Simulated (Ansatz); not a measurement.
Abridged output of a molecular run in Ansatz:

```
Functional definition: HF
1467 factors; integrals over basis functions are off by at most 9.5e-4 eV
mean field evaluation 1: about -75180.9918 eV, gradient 1.5e1 eV
mean field evaluation 2: about -75181.0431 eV, gradient 1.5e1 eV
mean field evaluation 4: about -75181.8663 eV, gradient 2.1e0 eV
mean field evaluation 8: about -75181.8805 eV, gradient 1.0e-1 eV
mean field -75181.88056211 eV, -2762.8831505486 hartree, gradient 1.9e-6 eV, S^2 0.000000; 0 other end points of the search recorded, 0 dependent functions left out
13 core orbitals not correlated: weight in the atoms' cores, before any rotation towards them, 1.000 or more for the frozen orbitals, at most 0.000 for the correlated occupied ones
reference -75181.88056211 eV, -2762.8831505486 hartree; 16, 16 occupied and 202, 202 virtual orbitals, 1467 factors
second order -29.11893417 eV of doubles, -0.00000000 eV of singles
cycle   1  -27.57845416 eV  change     1.5e0 eV  update   9.0e-2
cycle   2  -28.12414159 eV  change   -5.5e-1 eV  update   2.4e-2
cycle   3  -28.16786443 eV  change   -4.4e-2 eV  update   1.3e-2
cycle   4  -28.13958865 eV  change    2.8e-2 eV  update   3.6e-3
cycle   5  -28.13735259 eV  change    2.2e-3 eV  update   1.7e-3
cycle   6  -28.13930997 eV  change   -2.0e-3 eV  update   4.6e-4
cycle   7  -28.13909261 eV  change    2.2e-4 eV  update   1.8e-4
cycle   8  -28.13895868 eV  change    1.3e-4 eV  update   6.0e-5
cycle   9  -28.13902036 eV  change   -6.2e-5 eV  update   2.5e-5
cycle  10  -28.13902835 eV  change   -8.0e-6 eV  update   8.2e-6
perturbative correction -0.69584001 eV, -0.0255716489 hartree
Total energy: -75210.71543048 eV, -2763.9428124161 hartree
```

Its atoms:

Z-matrix (Å, degrees):
```
In
Br 1 2.484
H 1 1.706 2 113.0
H 1 1.706 2 113.0 3 180.0
```

Task: Which basis set was used?
A. def2-TZVPP
B. cc-pV(D+d)Z
C. def2-QZVPP
D. def2-TZVPPD

Result: C. It gives 231 functions.

Task: Write the keys of the input that set method, charge and spin (a neutral closed shell needs none for the last two).

Result: 
```yaml
correlation: {method: ccsd_t}
```
